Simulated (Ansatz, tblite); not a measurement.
Removing an electron: GeICl3. The state is a singlet with charge 0. Geometry: PBE0-D4/def2-SVP. Ansatz, gas phase; energy differences of separate SCF runs; the oxidised species was run as a doublet alone.

Cartesian coordinates in Å:
```
Ge -0.0477 0.0002 -0.0028
I 2.4300 -0.0140 0.1400
Cl -0.8291 1.8393 0.7466
Cl -0.8719 -1.5996 1.1442
Cl -0.6813 -0.2260 -2.0280
```

In the def2 sets I takes a core potential; there is no spin–orbit coupling. The xTB rows come from tblite. Correlated methods freeze 28 core orbitals; core or outer-core shells of Ge, I are correlated, in sets that lack core-valence functions. The rows differ in basis, and correlated rows in double-zeta sets carry the largest basis error.

Q: Estimate orbital energies and vertical ionisation energies at: GFN1-xTB; GFN2-xTB; HF/def2-SVP; HF/def2-TZVP; PBE0-D4/def2-TZVP; MP2/def2-SVP; CCSD/def2-SVP; CCSD(T)/def2-SVP.

A: 
```csv
level,−HOMO (eV),vertical IE (eV),−LUMO (eV),HOMO–LUMO gap (eV)
GFN1-xTB,12.28,14.81,7.09,5.18
GFN2-xTB,12.46,14.98,8.22,4.24
HF/def2-SVP,–,9.86,–,–
HF/def2-TZVP,11.04,9.73,-0.87,11.91
PBE0-D4/def2-TZVP,8.44,10.44,2.77,5.67
MP2/def2-SVP,–,10.38,–,–
CCSD/def2-SVP,–,10.25,–,–
CCSD(T)/def2-SVP,–,10.22,–,–
```

Relaxing the oxidised species (PBE0-D4/def2-SVP) changes its energy by -0.37 eV at PBE0-D4/def2-TZVP, so the adiabatic ionisation energy to this nearest minimum is 10.08 eV.  Run but left out: PBE-D4/def2-TZVP (charge +1 doublet: an occupied level 0.02 eV above an empty one).  Raw xTB energy differences between charge states are shifted by several eV; the methods need an empirical correction for them.
